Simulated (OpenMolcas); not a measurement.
# Ar⁴⁺: Slater's ratio, the spin-orbit constant, worked from levels

```
Program             : OpenMolcas
Basis               : ANO-RCC-VTZP [5s4p2d1f]
Scalar Hamiltonian  : DKH2, point nucleus
Active space        : 2 electrons in 3 orbitals (3p)
State averaging     : 2S+1 = 3 even, 3 roots; 2S+1 = 1 even, 6 roots
Spin-orbit coupling : state interaction with AMFI integrals over the reference wave functions, term energies averaged over their components
```

Methods: CASSCF; SS-CASPT2, IPEA 0.25 Eh, imaginary shift 0.1 Eh (closed shells correlated: 2s 2p 3s). Measured levels: Saloman, J. Phys. Chem. Ref. Data 39, 033101 (2010).

**Slater's ratio.** With one set of orbitals, p2 has ¹D - ³P = 6 F2 and ¹S - ¹D = 9 F2 (F2 = F²/25), a ratio of 3/2. Term energies are centres of gravity, weighted by 2J + 1.

```tsv
Source	¹D - ³P	¹S - ³P	F2 from the first	Ratio
CASSCF	18203	45266	3034	1.487
SS-CASPT2	15122	37461	2520	1.477
measured	14917	36531	2486	1.449
```

Energies in cm-1. A ratio away from 3/2 shows effects beyond one configuration with one set of orbitals, and in heavier atoms second-order spin-orbit shifts.

**The spin-orbit constant.** For the Hund term ³P of p2, E(J) = (A/2) J(J+1) + constant and ζ = 2S·A = 2A. From J = 0 to J = 2 the energy changes by 3 A.

```csv
Source,E(2) - E(0),A,ζ
CASSCF,1913.7,637.9,1276
SS-CASPT2,1917.8,639.3,1279
measured,2028.8,676.3,1353
```

All in cm-1. SS-CASPT2 is off by -5.5 % and CASSCF by -5.7 %. Both methods take the spin-orbit matrix elements from the reference wave functions, so the second can move ζ only through the term energies and any multistate remixing. Second-order mixing with other terms is absorbed into this ζ.

CASPT2 breaks the degeneracy within a term, and the mean is taken; among the terms shown or strongly mixed into the levels shown the widest spread is 120 cm-1 (3s² 3p² ¹D, SS-CASPT2). With the s shell closed, the reference lacks s² → p² mixing. Measured partners are found by configuration, term and J. A level has none where our copy of the source lacks it or the pairing is in doubt (some pairs that miss far off the trend of their configuration count as doubtful), and it then counts in no deviation. Only configurations of the active space appear.
